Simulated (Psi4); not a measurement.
Job for Psi4: SAPT0/jun-cc-pV(D+d)Z on C3H2O (a complex), monomers drawn apart or pushed together.

```
memory 8100 MB

molecule dimer {
0 1
C    -0.14136296    0.60135673   -0.49772889
C     0.33868034   -0.29403580    0.13533121
H    -0.56670585    1.39547260   -1.06143003
H     0.76126688   -1.08504836    0.70559523
--
0 1
C     0.00321752   -0.82941066    4.93180754
O    -0.55137052   -0.09857197    5.58199968
units angstrom
symmetry c1
no_reorient
no_com
}

set {
  basis jun-cc-pV(D+d)Z
  scf_type df
  freeze_core true
}

energy('sapt0')
```

Program output:

```
[...]
==> Input File <==

--------------------------------------------------------------------------
memory 8100 MB

molecule dimer {
0 1
C    -0.14136296    0.60135673   -0.49772889
C     0.33868034   -0.29403580    0.13533121
H    -0.56670585    1.39547260   -1.06143003
H     0.76126688   -1.08504836    0.70559523
--
0 1
C     0.00321752   -0.82941066    4.93180754
O    -0.55137052   -0.09857197    5.58199968
units angstrom
symmetry c1
no_reorient
no_com
}

set {
  basis jun-cc-pV(D+d)Z
  scf_type df
  freeze_core true
}

energy('sapt0')
--------------------------------------------------------------------------


   => Loading Basis Set <=

    Name: JUN-CC-PV(D+D)Z
    Role: ORBITAL
    Keyword: BASIS
    atoms 1-2, 5 entry C          line   188 file jun-cc-pv_dpd_z.gbs
    atoms 3-4    entry H          line    60 file jun-cc-pv_dpd_z.gbs
    atoms 6      entry O          line   256 file jun-cc-pv_dpd_z.gbs

   => Loading Basis Set <=

    Name: JUN-CC-PV(D+D)Z
    Role: ORBITAL
    Keyword: BASIS
    atoms 1-2, 5 entry C          line   188 file jun-cc-pv_dpd_z.gbs
    atoms 3-4    entry H          line    60 file jun-cc-pv_dpd_z.gbs
    atoms 6      entry O          line   256 file jun-cc-pv_dpd_z.gbs


  //>>>>>>>>>>>>>>>>>>>>>>>>>>>>>>>>>>>//
  //              Dimer HF             //
  //<<<<<<<<<<<<<<<<<<<<<<<<<<<<<<<<<<<//

   => Libint2 <=

    Primary   basis highest AM E, G, H:  7, 6, 3
    Auxiliary basis highest AM E, G, H:  7, 7, 4
    Onebody   basis highest AM E, G, H:  -, -, -
    Solid Harmonics ordering:            Gaussian


   => Loading Basis Set <=

    Name: JUN-CC-PV(D+D)Z
    Role: ORBITAL
    Keyword: BASIS
    atoms 1-2, 5 entry C          line   188 file jun-cc-pv_dpd_z.gbs
    atoms 3-4    entry H          line    60 file jun-cc-pv_dpd_z.gbs
    atoms 6      entry O          line   256 file jun-cc-pv_dpd_z.gbs


         ---------------------------------------------------------
                                   SCF
               by Justin Turney, Rob Parrish, Andy Simmonett
                          and Daniel G. A. Smith
                              RHF Reference
                        4 Threads,   7724 MiB Core
         ---------------------------------------------------------

  ==> Geometry <==

    Molecular point group: c1
    Full point group: C1

    Geometry (in Angstrom), charge = 0, multiplicity = 1:

       Center              X                  Y                   Z               Mass
    ------------   -----------------  -----------------  -----------------  -----------------
         C           -0.141362960000     0.601356730000    -0.497728890000    12.000000000000
         C            0.338680340000    -0.294035800000     0.135331210000    12.000000000000
         H           -0.566705850000     1.395472600000    -1.061430030000     1.007825032230
         H            0.761266880000    -1.085048360000     0.705595230000     1.007825032230
         C            0.003217520000    -0.829410660000     4.931807540000    12.000000000000
         O           -0.551370520000    -0.098571970000     5.581999680000    15.994914619570

  Running in c1 symmetry.

  Rotational constants: A =      1.02865  B =      0.02098  C =      0.02059 [cm^-1]
  Rotational constants: A =  30838.03920  B =    628.90257  C =    617.19124 [MHz]
  Nuclear repulsion =   66.195382279504145

  Charge       = 0
  Multiplicity = 1
  Electrons    = 28
  Nalpha       = 14
  Nbeta        = 14

  ==> Algorithm <==

  SCF Algorithm Type is DF.
  DIIS enabled.
  MOM disabled.
  Fractional occupation disabled.
  Guess Type is SAD.
  Energy threshold   = 1.00e-08
  Density threshold  = 1.00e-08
  Integral threshold = 1.00e-12

  ==> Primary Basis <==

  Basis Set: JUN-CC-PV(D+D)Z
    Blend: JUN-CC-PV(D+D)Z
    Number of shells: 38
    Number of basis functions: 82
    Number of Cartesian functions: 86
    Spherical Harmonics?: true
    Max angular momentum: 2

   => Loading Basis Set <=

    Name: (JUN-CC-PV(D+D)Z AUX)
    Role: JKFIT
    Keyword: DF_BASIS_SCF
    atoms 1-2, 5 entry C          line   146 file jun-cc-pvdz-jkfit.gbs
    atoms 3-4    entry H          line    70 file jun-cc-pvdz-jkfit.gbs
    atoms 6      entry O          line   258 file jun-cc-pvdz-jkfit.gbs

  ==> Integral Setup <==

  DFHelper Memory: AOs need 0.018 GiB; user supplied 5.658 GiB.
  SCF_SUBTYPE=INCORE selected. In-core MEM_DF algorithm will be used.
  Using in-core AOs.

  ==> MemDFJK: Density-Fitted J/K Matrices <==

    J tasked:                   Yes
    K tasked:                   Yes
    wK tasked:                   No
    OpenMP threads:               4
    Algorithm:                 Core
    Schwarz Cutoff:           1E-12
    Mask sparsity (%):      12.0464
    Fitting Condition:        1E-10

   => Auxiliary Basis Set <=

  Basis Set: (JUN-CC-PV(D+D)Z AUX)
    Blend: JUN-CC-PVDZ-JKFIT
    Number of shells: 126
    Number of basis functions: 362
    Number of Cartesian functions: 414
    Spherical Harmonics?
[...]
    3.431500    75A      3.847018    76A      3.847238
      77A      3.979109    78A      4.484802    79A      5.251880
      80A      6.108942    81A     18.503592    82A     18.570730

    Final Occupation by Irrep:
              A
    DOCC [     7 ]
    NA   [     7 ]
    NB   [     7 ]

  @DF-RHF Final Energy:  -112.75309405362071

   => Energetics <=

    Nuclear Repulsion Energy =             22.5887791010350441
    One-Electron Energy =                -198.2105133576408207
    Two-Electron Energy =                  62.8686402029850697
    Total Energy =                       -112.7530940536207140

Computation Completed


Properties will be evaluated at   0.000000,   0.000000,   0.000000 [a0]

Properties computed using the SCF density matrix


 Multipole Moments:

 ------------------------------------------------------------------------------------
     Multipole            Electronic (a.u.)      Nuclear  (a.u.)        Total (a.u.)
 ------------------------------------------------------------------------------------

 L = 1.  Multiply by 2.5417464519 to convert [e a0] to [Debye]
 Dipole X            :          8.3499786           -8.2990328            0.0509458
 Dipole Y            :         10.8273004          -10.8943462           -0.0670458
 Dipole Z            :       -140.3663326          140.3061983           -0.0601343
 Magnitude           :                                                    0.1034734

 ------------------------------------------------------------------------------------

  Constructing Basis Sets for SAPT...

   => Loading Basis Set <=

    Name: (JUN-CC-PV(D+D)Z AUX)
    Role: RIFIT
    Keyword: DF_BASIS_SAPT
    atoms 1-2, 5 entry C          line   100 file jun-cc-pvdz-ri.gbs
    atoms 3-4    entry H          line    30 file jun-cc-pvdz-ri.gbs
    atoms 6      entry O          line   188 file jun-cc-pvdz-ri.gbs

   => Loading Basis Set <=

    Name: (JUN-CC-PV(D+D)Z AUX)
    Role: JKFIT
    Keyword: DF_BASIS_ELST
    atoms 1-2, 5 entry C          line   146 file jun-cc-pvdz-jkfit.gbs
    atoms 3-4    entry H          line    70 file jun-cc-pvdz-jkfit.gbs
    atoms 6      entry O          line   258 file jun-cc-pvdz-jkfit.gbs


  //>>>>>>>>>>>>>>>>>>>>>>>>>>>>>>>>>>>//
  //               SAPT0               //
  //<<<<<<<<<<<<<<<<<<<<<<<<<<<<<<<<<<<//



        SAPT0
    Ed Hohenstein
     6 June 2009

      Orbital Information
  --------------------------
    NSO        =        82
    NMO        =        82
    NRI        =       288
    NRI (Elst) =       362
    NOCC A     =         7
    NOCC B     =         7
    FOCC A     =         2
    FOCC B     =         2
    NVIR A     =        75
    NVIR B     =        75

    Elst10,r            =    -0.000201376576 [Eh]
    Exch10              =     0.000018444367 [Eh]
    Exch10 (S^2)        =     0.000018443875 [Eh]

    Maxiter = 50
    CPHF R converge = 1.000000E-08

    Iter     Energy [mEh]          dE [mEh]         Residual      Time [s]
       1      -0.00201807       0.002018068     1.799286e-04             0
       2      -0.00237943       0.000361360     6.707382e-05             0
       3      -0.00241372       0.000034296     2.293809e-05             0
       4      -0.00240650      -0.000007218     8.512111e-06             0
       5      -0.00240066      -0.000005848     3.644683e-06             0
       6      -0.00240280       0.000002143     1.737511e-06             0
       7      -0.00240328       0.000000481     3.805724e-07             0
       8      -0.00240302      -0.000000260     5.515730e-08             0
       9      -0.00240305       0.000000028     8.632493e-09             0

    CHF Iterations converged

    Maxiter = 50
    CPHF R converge = 1.000000E-08

    Iter     Energy [mEh]          dE [mEh]         Residual      Time [s]
       1      -0.00372717       0.003727167     6.451959e-04             0
       2      -0.00390010       0.000172932     2.250906e-04             0
       3      -0.00450725       0.000607150     3.019634e-05             0
       4      -0.00450227      -0.000004981     7.702920e-06             0
       5      -0.00449691      -0.000005356     2.648008e-06             0
       6      -0.00449876       0.000001844     7.703912e-07             0
       7      -0.00449863      -0.000000126     2.350558e-07             0
       8      -0.00449857      -0.000000060     6.131749e-08             0
       9      -0.00449859       0.000000024     1.771222e-08             0
      10      -0.00449859      -0.000000003     3.393806e-09             0

    CHF Iterations converged

    Ind20,r (A<-B)      =    -0.000002403049 [Eh]
    Ind20,r (B<-A)      =    -0.000004498591 [Eh]
    Ind20,r             =    -0.000006901640 [Eh]
    Exch-Ind20,r (A<-B) =     0.000001600627 [Eh]
    Exch-Ind20,r (B<-A) =     0.000000576929 [Eh]
    Exch-Ind20,r        =     0.000002177556 [Eh]
    Disp20              =    -0.000145059772 [Eh]
    Disp20 (SS)         =    -0.000072529886 [Eh]
    Disp20 (OS)         =    -0.000072529886 [Eh]
    Exch-Disp20         =     0.000001190507 [Eh]
    Exch-Disp20 (SS)    =     0.000000676824 [Eh]
    Exch-Disp20 (OS)    =     0.000000513683 [Eh]

    SAPT Results
  --------------------------------------------------------------------------------------------------------
    Electrostatics                 -0.20137658 [mEh]      -0.12636571 [kcal/mol]      -0.52871413 [kJ/mol]
      Elst10,r                     -0.20137658 [mEh]      -0.12636571 [kcal/mol]      -0.52871413 [kJ/mol]

    Exchange                        0.01844437 [mEh]       0.01157402 [kcal/mol]       0.04842568 [kJ/mol]
      Exch10                        0.01844437 [mEh]       0.01157402 [kcal/mol]       0.04842568 [kJ/mol]
      Exch10(S^2)                   0.01844388 [mEh]       0.01157371 [kcal/mol]       0.04842439 [kJ/mol]

    Induction                      -0.00588408 [mEh]      -0.00369232 [kcal/mol]      -0.01544865 [kJ/mol]
      Ind20,r                      -0.00690164 [mEh]      -0.00433084 [kcal/mol]      -0.01812025 [kJ/mol]
      Exch-Ind20,r                  0.00217756 [mEh]       0.00136644 [kcal/mol]       0.00571717 [kJ/mol]
      delta HF,r (2)               -0.00116000 [mEh]      -0.00072791 [kcal/mol]      -0.00304557 [kJ/mol]

    Dispersion                     -0.14386927 [mEh]      -0.09027933 [kcal/mol]      -0.37772870 [kJ/mol]
      Disp20                       -0.14505977 [mEh]      -0.09102638 [kcal/mol]      -0.38085438 [kJ/mol]
      Exch-Disp20                   0.00119051 [mEh]       0.00074705 [kcal/mol]       0.00312568 [kJ/mol]
      Disp20 (SS)                  -0.07252989 [mEh]      -0.04551319 [kcal/mol]      -0.19042719 [kJ/mol]
      Disp20 (OS)                  -0.07252989 [mEh]      -0.04551319 [kcal/mol]      -0.19042719 [kJ/mol]
      Exch-Disp20 (SS)              0.00067682 [mEh]       0.00042471 [kcal/mol]       0.00177700 [kJ/mol]
      Exch-Disp20 (OS)              0.00051368 [mEh]       0.00032234 [kcal/mol]       0.00134867 [kJ/mol]

  Total HF                         -0.18881629 [mEh]      -0.11848401 [kcal/mol]      -0.49573710 [kJ/mol]
  Total SAPT0                      -0.33268555 [mEh]      -0.20876334 [kcal/mol]      -0.87346580 [kJ/mol]

  Special recipe for scaled SAPT0 (see Manual):
    Electrostatics sSAPT0          -0.20137658 [mEh]      -0.12636571 [kcal/mol]      -0.52871413 [kJ/mol]
    Exchange sSAPT0                 0.01844437 [mEh]       0.01157402 [kcal/mol]       0.04842568 [kJ/mol]
    Induction sSAPT0               -0.00588391 [mEh]      -0.00369221 [kcal/mol]      -0.01544820 [kJ/mol]
    Dispersion sSAPT0              -0.14386917 [mEh]      -0.09027927 [kcal/mol]      -0.37772845 [kJ/mol]
  Total sSAPT0                     -0.33268529 [mEh]      -0.20876317 [kcal/mol]      -0.87346510 [kJ/mol]
  --------------------------------------------------------------------------------------------------------



*** Psi4 exiting successfully. Buy a developer a beer!
```

The run finished.

Cost: roughly 6 core-seconds.
